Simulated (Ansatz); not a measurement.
Stepwise reaction of `[OH][W]([OH])([OH])([OH])([OH])[F]` with hydrogen chloride, as a gas-phase model of exchange steps in deposition or etching. ΔE in kJ/mol.

Calculated with Ansatz (gas phase, PBE0-D4/def2-TZVP geometries, no zero-point term in ΔE). CBS: MP2 limit from def2 TZ/QZ plus the TZ coupled-cluster correction, frozen cores. This one scheme is used for every species. Functionals use def2-TZVPP. B3LYP here is the variant with VWN-RPA as its local correlation; programs differ in this. Elements past krypton have def2 core potentials. For W outer-core shells are correlated without core-valence functions, which leaves a few kJ/mol of doubt a bond. Each species was taken in one conformer, which may not be the lowest.

```
step                                                                                 reaction  PBE-D4  B3LYP-D4  ωB97M-V  CCSD(T)/CBS
   1  `[OH][W]([OH])([OH])([OH])([OH])[F]` + HCl → `[OH][W]([OH])([OH])([OH])([F])[Cl]` + H₂O   -25.5     -21.4    -19.0        -24.2
   2  `[OH][W]([OH])([OH])([OH])([F])[Cl]` + HCl → `[OH][W]([OH])([OH])([F])([Cl])[Cl]` + H₂O     0.1       2.9     10.0          5.3
```

Question: Give the row of step 3, `[OH][W]([OH])([OH])([F])([Cl])[Cl]` + HCl → `[OH][W]([OH])([F])([Cl])([Cl])[Cl]` + H₂O. (Best estimate.)

Answer: Computed: 
```json
{"step": "3", "reaction": "`[OH][W]([OH])([OH])([F])([Cl])[Cl]` + HCl → `[OH][W]([OH])([F])([Cl])([Cl])[Cl]` + H₂O", "PBE-D4": "3.9", "B3LYP-D4": "10.1", "ωB97M-V": "14.5", "CCSD(T)/CBS": "6.9"}
```

Question: By hand: ΔE of the 3 steps together at CCSD(T)/CBS.

Answer: (-24.2) + (5.3) + (6.9) = -12.0 kJ/mol, or -4.0 kJ/mol a step.

In ΔE step 1 is the lowest and step 3 the highest. PBE-D4 differs from CCSD(T)/CBS by -5.2 to -1.3 kJ/mol a step. Isolated molecules leave out the surface, adducts and barriers. Largest T1 diagnostic: 0.022.
